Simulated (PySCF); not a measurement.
C4H6F2, SMILES F[C@H]1C[C@@H](F)C1.

Coordinates come from a PBE0-D3(BJ)/def2-SVP optimisation. The structure was generated by enumeration; whether it is a known compound was not checked.

These are PBE/def2-TZVP (PySCF) values and carry that method's errors.

Symmetry labels are those of the subgroup C2v that the program uses (full group C2v).

Computed valence orbital energies around the gap with their symmetry:
```csv
orbital,symmetry,energy (eV)
HOMO−7,B2,-10.78
HOMO−6,B1,-10.29
HOMO−5,B1,-9.83
HOMO−4,A1,-9.52
HOMO−3,A1,-8.42
HOMO−2,B1,-7.62
HOMO−1,A2,-7.60
HOMO,B2,-7.34
LUMO,A1,0.18
LUMO+1,A1,0.57
LUMO+2,B2,1.09
LUMO+3,B1,1.48
```
